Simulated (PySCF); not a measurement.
**Energy of O⁺ (oxygen, charge +1) between two integer charges**

The 2p alpha orbital of [He] 2s2 2p3 is emptied in steps (occupation f), with all orbitals relaxed, ending at [He] 2s2 2p2. All numbers are calculated (PySCF 2.14, the spin-free X2C one-electron Hamiltonian (Gaussian nucleus), in jorge-DZP-DKH). The exact energy is a straight line in f; departures are measured from the line between the end points of the same method.

Q: Among UHF, LDA, PBE, PBE0, r2SCAN, LC-wPBE, BHandHLYP, wB97X, MN15, BLYP, which shows the largest delocalisation error (convex curve), and which is closest to linear?

A: Most convex: LDA (-2.252 eV at f = 0.4); closest to linear: UHF (0.334 eV).

```
  f  UHF (eV)  LDA (eV)  PBE (eV)  PBE0 (eV)  r2SCAN (eV)  LC-wPBE (eV)  BHandHLYP (eV)  wB97X (eV)  MN15 (eV)  BLYP (eV)
  1     0.000     0.000     0.000      0.000        0.000         0.000           0.000       0.000      0.000      0.000
0.8     0.235    -1.486    -1.446     -1.031       -1.321        -0.601          -0.618      -0.618     -0.904     -1.447
0.6     0.343    -2.242    -2.176     -1.549       -1.969        -0.903          -0.928      -0.924     -1.358     -2.176
0.4     0.334    -2.252    -2.178     -1.549       -1.952        -0.901          -0.929      -0.915     -1.358     -2.177
0.2     0.217    -1.506    -1.450     -1.030       -1.292        -0.595          -0.618      -0.598     -0.903     -1.449
  0     0.000     0.000     0.000      0.000        0.000         0.000           0.000       0.000      0.000      0.000
```

```tsv
method	E(f=0) − E(f=1) (eV)	−ε at f=1 (eV)	−ε at f=0.4 (eV)
UHF	34.751	36.260	34.430
LDA	35.776	26.547	37.609
PBE	35.468	26.466	37.285
PBE0	35.498	29.068	36.799
r2SCAN	35.691	27.398	37.405
LC-wPBE	35.664	31.923	36.438
BHandHLYP	35.329	31.478	36.105
wB97X	35.341	31.486	36.168
MN15	35.359	29.727	36.495
BLYP	35.281	26.271	37.100
```

Reference removal energy between the ground levels: 35.121 eV (measured; NIST Atomic Spectra Database, ionization energies). The calculation has no spin-orbit coupling. UHF lacks correlation.
